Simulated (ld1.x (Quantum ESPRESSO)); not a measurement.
potassium, PAW: configuration errors across variants

* Element: potassium
* Generator: ld1.x (Quantum ESPRESSO) 7.5
* Type: PAW
* Functional: BP86
* Relativity: scalar-relativistic
* Frozen core: [Ne]
* Valence charge: 9
* Reference configuration: 3s2 3p6 4s0.5 4p0.5
* Partial waves: 3s (bound): rcut 1.70, rcutus 2.15 bohr; 4s (bound): rcut 1.70, rcutus 2.15 bohr; 3p (bound): rcut 2.15, rcutus 2.70 bohr; 4p (bound): rcut 2.15, rcutus 2.70 bohr; 3d channel at 0.05 Ry: rcut 2.40, rcutus 2.90 bohr; 3d channel at 1.55 Ry: rcut 2.40, rcutus 2.90 bohr
* Local potential: all-electron potential smoothed inside 2.90 bohr (lloc = -1)
* Core correction: Bessel-smoothed model core inside 1.25 bohr
* Augmentation charge: BESSEL, radius 1.85 bohr

All-electron excitation energies from the reference (eV): (1) 3s2 3p6 4s1 4p0 -0.776; (2) 3s2 3p6 4s0 4p0 3.559; (3) 3s2 3p6 4s0.5 4p0 0.928.

The overlap operator is not positive definite (basis up to 400 Ry) in “local potential all-electron potential smoothed inside 1.32 bohr (lloc = -1)”. Such files are unfit for use, however small their errors in these radial tests.

3 further variants failed, have other tests or another functional or relativity, and are left out.

Errors AE − PS in meV (a dash: test not solved or not reliable):

| change | (1) | (2) | (3) | bound ghosts |
| --- | --- | --- | --- | --- |
| base | +0.1 | 0.0 | 0.0 | none |
| all radii but the core radius scaled by about 1.29 (s 2.76, p 3.48, d 3.72 bohr, rcut 2.18/2.76/3.08); local potential all-electron potential smoothed inside 3.72 bohr (lloc = -1); augmentation BESSEL, radius 2.38 bohr | – | – | – | none |
| local potential all-electron potential smoothed inside 1.32 bohr (lloc = -1) | +0.2 | +0.1 | +0.2 | not determined (overlap not positive) |

Give the same row for: waves 3p (bound): rcut 2.15, rcutus 3.44 bohr; 4p (bound): rcut 2.15, rcutus 3.44 bohr.

+0.8, +0.2, +0.4; bound ghosts: none.
